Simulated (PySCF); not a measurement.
Ge(OMe)(SiH3) (CH₆GeOSi), SMILES C[O][Ge][SiH3] (connectivity only; charge and spin as stated), neutral, multiplicity 1.

Geometry optimised at B3LYP-D3(BJ)/def2-SVP. The structure was generated by enumeration; whether it is a known compound was not checked. One conformer was computed; it need not be the lowest.

These are HF/def2-TZVP run with PySCF values and carry that method's errors.

Symmetry labels are those of the subgroup Cs that the program uses (full group Cs).

Computed valence orbital energies around the gap with their symmetry:
```tsv
orbital	symmetry	energy (eV)
HOMO−7	A"	-16.86
HOMO−6	A'	-16.78
HOMO−5	A'	-14.35
HOMO−4	A"	-13.00
HOMO−3	A'	-12.87
HOMO−2	A"	-12.23
HOMO−1	A'	-12.05
HOMO	A'	-8.40
LUMO	A"	0.48
LUMO+1	A'	2.99
LUMO+2	A'	3.64
LUMO+3	A'	4.04
```
